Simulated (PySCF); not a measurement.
PySCF job for C2H4F2, SMILES FCCF, SMD-B3LYP/6-31G*. Geometry optimised at PBE-D3(BJ)/def2-SVP. The values are those of a single conformer.

```python
import numpy as np
from pyscf import gto, scf, dft
from pyscf.solvent import smd

mol = gto.M(
    atom='''
    F    -1.45206861   -0.16858151   -0.54637795
    C    -0.68997295    0.30699121    0.50472828
    C     0.68997295   -0.30699121    0.50472828
    F     1.45206861    0.16858151   -0.54637794
    H    -1.19632669    0.06064957    1.46713470
    H    -0.60777694    1.41446097    0.42189713
    H     1.19632669   -0.06064958    1.46713469
    H     0.60777693   -1.41446097    0.42189712
    ''',
    basis='6-31G*',
    charge=0,
    spin=0,
    max_memory=1600,
    verbose=3,
)
mf = dft.RKS(mol, xc='b3lyp').density_fit(auxbasis='def2-universal-jkfit')
mf.grids.level = 3
mf.conv_tol = 1e-9
mf.max_cycle = 100
mf.kernel()
res = {}
for name in ['water', 'n-hexane', 'toluene']:
    s = mf.SMD()
    s.with_solvent.solvent, s.with_solvent.sasa_ng = name, 302
    s.kernel(mf.make_rdm1())
    res[name] = (s.e_tot, s.with_solvent.get_cds(), s.dip_moment(), s.mo_energy, s.converged)
    print(f'SMD {name}: dG(solv) = {(s.e_tot - mf.e_tot) * 627.509474:.3f} kcal/mol, of which CDS {res[name][1] * 627.509474:.3f}')
```

It prints:

```
converged SCF energy = -278.274086779185
converged SCF energy = -278.276867748951
Dipole moment(X, Y, Z, Debye):  0.00000,  0.00000,  2.99533
SMD water: dG(solv) = -1.745 kcal/mol, of which CDS 3.308
converged SCF energy = -278.277609180046
Dipole moment(X, Y, Z, Debye):  0.00000,  0.00000,  2.58774
SMD n-hexane: dG(solv) = -2.210 kcal/mol, of which CDS -0.384
converged SCF energy = -278.278235333729
Dipole moment(X, Y, Z, Debye):  0.00000,  0.00000,  2.65399
SMD toluene: dG(solv) = -2.603 kcal/mol, of which CDS -0.230
```

The run converged.
